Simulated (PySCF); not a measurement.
C4H4F2O2, SMILES O=C1COC(F)(F)C1.

Coordinates come from a r2SCAN-D4/def2-SVP optimisation. Other conformers were not sampled.

Two levels are set side by side: TDA-PBE/def2-SVPD (PySCF) and TDA-PBE0/def2-SVPD (PySCF). Vertical, same geometry. The lowest singlet is HOMO→LUMO 100 % with PBE and HOMO→LUMO 98 % with the other functional; states are paired by order. Differences are taken from unrounded values.

```csv
quantity,TDA-PBE0
lowest singlet excitation (eV),4.33
lowest triplet excitation (TDA) (eV),3.73
```

**Question.** What does TDA-PBE give, and how far is it from TDA-PBE0? (An estimate is asked for; the answer gives what the named calculation found.)

**Answer.** 
```csv
quantity,TDA-PBE,TDA-PBE minus TDA-PBE0
lowest singlet excitation (eV),4.08,-0.25
lowest triplet excitation (TDA) (eV),3.54,-0.19
```

A lower first singlet is the usual sign of a functional without exact exchange. Differences between two approximate levels are no errors against the true value.

Rough cost on one machine, each run with all the roots and properties that it gave: TDA-PBE0 against TDA-PBE about 3 times.
